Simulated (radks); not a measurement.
Task: These are the eigenvalues of the occupied orbitals of an atom or ion with whole-number occupations (eV). Calculated with a radial shooting solver on a logarithmic mesh with Libxc functionals: scalar-relativistic Kohn-Sham, LDA (Slater exchange, VWN5 correlation), spin-polarised, spherical densities, finite nucleus; Fermi nuclear charge, rms radius of each element as measured or else 0.836 A^(1/3) + 0.57 fm.

1s up: -5987.800
1s down: -5981.558
2s up: -1391.576

Which element is it, and in what charge state? The configuration may be excited. Open shells, if any, are filled with parallel spins first.

Result: Z = 22, titanium, charge +19: Ti19+ in [He] 2s1. The list shows which subshells hold electrons but not how many an open one holds; the 1s level, -220.05 hartree, gives Z - s = 21.0 by -(Z - s)^2/2, which with screening and relativity narrows Z to a few neighbours, and the depths of the outer levels then fix element, charge and occupations together.
